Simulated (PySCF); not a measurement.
C3H7BF2O3.
SMILES: `COB(OC)OC(F)F`

Torsions of this conformer, `[CH3:1][O:2][B:3]([O:4][CH3:5])[O:6][CH:7]([F:8])[F:9]`: C1–O2–B3–O4 3°, O2–B3–O4–C5 180°, O2–B3–O6–C7 5°, B3–O6–C7–F8 -153°.

The closed-shell ground state was solved at several levels (PySCF, density fitting, gas phase, non-relativistic). Geometry: PBE0-D3(BJ)/def2-SVP, one conformer, isolated molecule.

| level | basis functions | total energy (Eh) | HOMO (eV) | LUMO (eV) | gap (eV) | dipole (D) |
| --- | --- | --- | --- | --- | --- | --- |
| PBE0/pcSseg-1 | 188 | -568.2314 | -8.56 | 1.58 | 10.14 | 2.88 |
| CAM-B3LYP/pcSseg-1 | 188 | -568.6520 | -10.00 | 2.40 | 12.40 | 2.92 |
| CAM-B3LYP/def2-SVPD | 251 | -568.3075 | -10.13 | 0.83 | 10.96 | 2.96 |

Problem. What might B3LYP/pcJ-1 (313 basis functions) give for the same quantities?

Solution. Total energy -568.9035 Eh, HOMO -8.30 eV, LUMO 1.28 eV, gap 9.58 eV, dipole 2.87 D.

Problem. Over all these levels, which gives the widest orbital gap and which the narrowest?

Solution. CAM-B3LYP/pcSseg-1 (range-separated hybrid) has the widest, 12.40 eV, and B3LYP/pcJ-1 (global hybrid, 20 % exact exchange) the narrowest, 9.58 eV. Functional and basis both differ between the two, so the spread mixes both effects.

Problem. How far do the dipole and the HOMO energy spread over the levels?

Solution. The dipole runs from 2.87 to 2.96 D (mean 2.91 D) and the HOMO from -10.13 to -8.30 eV.
